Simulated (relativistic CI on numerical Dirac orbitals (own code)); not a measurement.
**Slater and spin-orbit integrals, Tb LXII**

Method of calculation: Dirac-Coulomb-Breit CI, KLI orbitals optimised for each configuration, model QED (radiative potential, 1s self-energy scaled to tabulated hydrogen-like ionisation energies), unscaled Slater integrals (own radial code, finite nucleus).

Slater integrals F^k, G^k are unscaled and averaged over j, outside the closed core 1s2; ζ comes from projecting the Hamiltonian with its Breit term on Σ l·s of the shell.

- 2s.2p: G^1(2s,2p) = 1.3225e+06, ζ(2p) = 4.4553e+06 cm⁻¹; <r>(2s) = 0.0866, <r^2>(2s) = 0.008873, <r>(2p) = 0.07569, <r^2>(2p) = 0.006955 (bohr units).
- 2p2: F^2(2p,2p) = 1.2477e+06, ζ(2p) = 4.4422e+06 cm⁻¹; <r>(2p) = 0.07576, <r^2>(2p) = 0.006969 (bohr units).
- 2p.3s: ζ(2p) = 4.5004e+06, G^1(2p,3s) = 136630 cm⁻¹; <r>(2p) = 0.07548, <r^2>(2p) = 0.006919, <r>(3s) = 0.201, <r^2>(3s) = 0.04616 (bohr units).

Averages of the first 10 configurations, taken without configuration mixing, which lowers the lowest level and can move excited configurations by several eV; other configurations of the list can lie among them:

```
Configuration  Parity  States  Average energy above the lowest level (eV)
          2s2    even       1                                        10.5
        2s.2p     odd      12                                       716.1
          2p2    even      15                                      1476.2
        2p.3s     odd      12                                      8904.6
        2p.3p    even      36                                      9121.4
        2s.3s    even       4                                      8178.8
        2s.3p     odd      12                                      8400.5
        2s.3d    even      20                                      8555.6
        2s.4s    even       4                                     10975.5
        2s.4p     odd      12                                     11067.4
```
